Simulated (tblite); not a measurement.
C₇H₈BBrS.
Numbering: `[CH2:1]=[C:2]([CH3:3])[B:4]([Br:5])[c:6]1[cH:7][cH:8][cH:9][s:10]1` (hydrogens: H11, H12 on C1; H13, H14, H15 on C3; H16 on C7; H17 on C8; H18 on C9)

Computed with GFN2-xTB (tblite), gas phase: L-BFGS steps from a force-field or distance-geometry start until the largest atomic force falls under 0.01 eV/Å.

Step 46: E = -751.4428 eV
```
atom  x, y, z in Å  |  force x, y, z in eV/Å
C1     -2.7021   -0.9323   -0.4745   -0.012  -0.050   0.015
C2     -1.8124   -0.0174   -0.0857    0.024   0.022  -0.064
C3     -2.0554    0.7502    1.1855   -0.007  -0.002   0.015
B4     -0.5188    0.2113   -0.9361    0.122  -0.065   0.057
Br5    -0.6973    0.2399   -2.8230    0.008   0.005   0.027
C6      0.9076    0.2292   -0.3718    0.013  -0.090   0.072
C7      2.0728   -0.0333   -1.0680   -0.025  -0.006   0.042
C8      3.2064   -0.1988   -0.2560   -0.002   0.036  -0.011
C9      2.9307   -0.0315    1.0680   -0.074  -0.009  -0.028
S10     1.2769    0.3009    1.3445   -0.067  -0.008  -0.117
H11    -2.5784   -1.5243   -1.3670    0.015   0.044  -0.035
H12    -3.5802   -1.1584    0.1090   -0.031   0.015   0.023
H13    -1.4027    0.4059    1.9857    0.105  -0.023  -0.041
H14    -1.8636    1.8101    1.0310   -0.007   0.021   0.031
H15    -3.0822    0.6141    1.5155   -0.038   0.050  -0.001
H16     2.0998   -0.1200   -2.1434    0.000  -0.010   0.095
H17     4.1852   -0.4460   -0.6264    0.002   0.058  -0.049
H18     3.6050   -0.0934    1.9008   -0.024   0.010  -0.028
```

Step 47: E = -751.4453 eV
```
atom  x, y, z in Å  |  force x, y, z in eV/Å
C1     -2.7097   -0.9286   -0.4745   -0.011  -0.037  -0.002
C2     -1.8116   -0.0198   -0.0896    0.009   0.001  -0.015
C3     -2.0509    0.7463    1.1841    0.012   0.014  -0.002
B4     -0.5142    0.2031   -0.9384    0.035  -0.081   0.090
Br5    -0.6983    0.2225   -2.8249    0.032   0.008   0.030
C6      0.9090    0.2232   -0.3683   -0.029  -0.052   0.037
C7      2.0753   -0.0273   -1.0654   -0.039  -0.024   0.029
C8      3.2080   -0.1944   -0.2550    0.007   0.047   0.000
C9      2.9296   -0.0316    1.0684   -0.063  -0.014   0.006
S10     1.2755    0.2921    1.3472   -0.075  -0.009  -0.111
H11    -2.5915   -1.5244   -1.3650    0.013   0.041  -0.046
H12    -3.5925   -1.1423    0.1076   -0.003   0.013   0.019
H13    -1.3891    0.4067    1.9795    0.073  -0.030  -0.048
H14    -1.8617    1.8058    1.0263   -0.012   0.047   0.034
H15    -3.0765    0.6100    1.5202    0.000   0.041  -0.005
H16     2.1014   -0.1035   -2.1400    0.007  -0.027   0.039
H17     4.1862   -0.4395   -0.6251    0.037   0.060  -0.057
H18     3.6023   -0.0922    1.9012    0.007   0.001   0.003
```

Step 48: E = -751.4472 eV
```
atom  x, y, z in Å  |  force x, y, z in eV/Å
C1     -2.7135   -0.9273   -0.4743   -0.007  -0.011  -0.013
C2     -1.8111   -0.0210   -0.0925   -0.013  -0.019   0.033
C3     -2.0479    0.7444    1.1833    0.025   0.024  -0.017
B4     -0.5106    0.1963   -0.9391   -0.051  -0.076   0.087
Br5    -0.6982    0.2147   -2.8254    0.047   0.007   0.030
C6      0.9091    0.2176   -0.3655   -0.046  -0.027  -0.006
C7      2.0760   -0.0246   -1.0629   -0.029  -0.038   0.007
C8      3.2087   -0.1913   -0.2544    0.012   0.046   0.011
C9      2.9275   -0.0323    1.0688   -0.038  -0.010   0.025
S10     1.2727    0.2860    1.3473   -0.055  -0.014  -0.050
H11    -2.5978   -1.5240   -1.3644    0.006   0.033  -0.047
H12    -3.5996   -1.1326    0.1069    0.020   0.009   0.009
H13    -1.3794    0.4063    1.9746    0.039  -0.029  -0.053
H14    -1.8605    1.8040    1.0245   -0.010   0.053   0.033
H15    -3.0733    0.6091    1.5229    0.034   0.029  -0.008
H16     2.1015   -0.0950   -2.1364    0.010  -0.037  -0.014
H17     4.1868   -0.4346   -0.6256    0.042   0.066  -0.050
H18     3.6008   -0.0894    1.9006    0.014  -0.005   0.023
```

Question: Estimate the geometry and energy of step 49. (The exact step hangs on the optimiser's Hessian estimate; all steps are aligned on step 48, rigid shifts and turns removed.)

Answer: E = -751.4488 eV, largest force 0.130 eV/Å
```
atom  x, y, z in Å  |  force x, y, z in eV/Å
C1     -2.7171   -0.9258   -0.4746   -0.001   0.017  -0.017
C2     -1.8111   -0.0219   -0.0942   -0.036  -0.036   0.059
C3     -2.0449    0.7435    1.1827    0.030   0.029  -0.022
B4     -0.5084    0.1883   -0.9382   -0.108  -0.058   0.044
Br5    -0.6970    0.2044   -2.8261    0.056   0.004   0.048
C6      0.9085    0.2127   -0.3632   -0.046  -0.018  -0.047
C7      2.0763   -0.0223   -1.0607   -0.011  -0.042  -0.016
C8      3.2098   -0.1873   -0.2538    0.008   0.037   0.020
C9      2.9251   -0.0336    1.0696   -0.001  -0.002   0.031
S10     1.2691    0.2801    1.3466   -0.021  -0.022   0.024
H11    -2.6031   -1.5221   -1.3654   -0.003   0.029  -0.035
H12    -3.6053   -1.1237    0.1065    0.032  -0.001  -0.003
H13    -1.3700    0.4057    1.9696    0.006  -0.019  -0.057
H14    -1.8604    1.8041    1.0240   -0.003   0.040   0.028
H15    -3.0699    0.6083    1.5257    0.062   0.018  -0.005
H16     2.1019   -0.0871   -2.1337    0.011  -0.044  -0.047
H17     4.1882   -0.4284   -0.6272    0.024   0.077  -0.030
H18     3.5998   -0.0884    1.9008    0.001  -0.008   0.026
```

The energy changes by -0.0017 eV. The first-order estimate −F·Δx gives -0.0023 eV and the mean of the old and new forces, exact on a quadratic surface, -0.0017 eV. The step makes an angle of 71° with the force vector and moves no atom by more than 0.011 Å.

The cost below is that of the whole relaxation. The run took 2.9 s of wall time on one thread, Arm Neoverse N1 (aarch64), on a shared host.
